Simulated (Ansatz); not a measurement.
In4Sn⁻. Total charge -1; doublet. Geometry r2SCAN-D4/def2-SVP, that of the neutral singlet; atoms count from 1.

Cartesian coordinates in Å:
```
In -2.690 -1.298 0.068
In 2.329 -0.032 -0.760
In 1.163 -0.880 1.763
In 0.039 1.401 -1.834
Sn -0.840 0.810 0.762
```

In the def2 sets In, Sn take a core potential; there is no spin–orbit coupling. The structure comes from a short search, and lower isomers may exist.

Estimate the Mulliken populations from the PBE0/def2-TZVPD orbitals of Ansatz.


| atom | charge (e) | spin (α − β) |
| --- | --- | --- |
| In1 | 0.00 | -0.10 |
| In2 | -0.13 | 0.30 |
| In3 | -0.21 | 0.43 |
| In4 | -0.19 | 0.38 |
| Sn5 | -0.48 | -0.01 |
Mulliken values and Mayer orders depend strongly on the basis. With diffuse functions, as here, like atoms can get unlike values, and bond orders can come out too low or too high.

Where does the spin sit?

Summed by element: In 1.01, Sn -0.01, of 1 unpaired in all. Largest on single atoms: In3 0.43, In4 0.38, In2 0.30.

And the Mayer bond orders between bonded heavy atoms (over 0.3)?

In1–Sn5 0.95 (2.89 Å); In2–In3 0.65 (2.91 Å); In2–In4 0.61 (2.91 Å); In3–Sn5 0.84 (2.81 Å); In4–Sn5 0.87 (2.80 Å). Values over 0.3 also appear between atoms too far apart for a bond (In2–Sn5 0.57 at 3.61 Å); they arise where an orbital or an unpaired electron spreads over both atoms.
